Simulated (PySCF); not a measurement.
Gas-phase reaction: 2 HfCl2(OH)2 + H + 2 Cl2 = 2 HfCl4.H2O + HO2

Computed with PySCF and rigid-rotor harmonic-oscillator thermochemistry at 1 bar. † marks an energy on the PBE0/def2-TZVP geometry and frequencies; other levels use their own. MP2 freezes the core. Open shells (unrestricted): H (multiplicity 2), HO2 (multiplicity 2); the rest are closed-shell singlets. B3LYP is the form with VWN-RPA correlation. Hf: scalar-relativistic def2 core potential, no spin-orbit coupling. Adducts (HfCl4.H2O) have no counterpoise correction, and HF, PBE, BLYP, B3LYP and PBE0 lack dispersion. HfCl2(OH)2, HfCl4.H2O: computed as isolated molecules; such fragments, hydroxides, amides, oligomers or adducts are transient or little studied in the gas. MP2 isn't extrapolated to the basis-set limit.

```csv
level,"ΔH°(298 K), kJ"
B3LYP/def2-TZVP†,___
MP2/def2-SVP†,-326
MP2/def2-TZVPP†,-277
PBE/def2-TZVP†,-266
PBE0/def2-SVP†,___
PBE0/def2-TZVP,___
r2SCAN/def2-TZVP†,-315
LDA/def2-TZVP†,___
```

Question: Some entries are withheld; supply them.

Answer: 
- B3LYP/def2-TZVP†, ΔH°(298 K), kJ: -257
- PBE0/def2-SVP†, ΔH°(298 K), kJ: -370
- PBE0/def2-TZVP, ΔH°(298 K), kJ: -290
- LDA/def2-TZVP†, ΔH°(298 K), kJ: -308
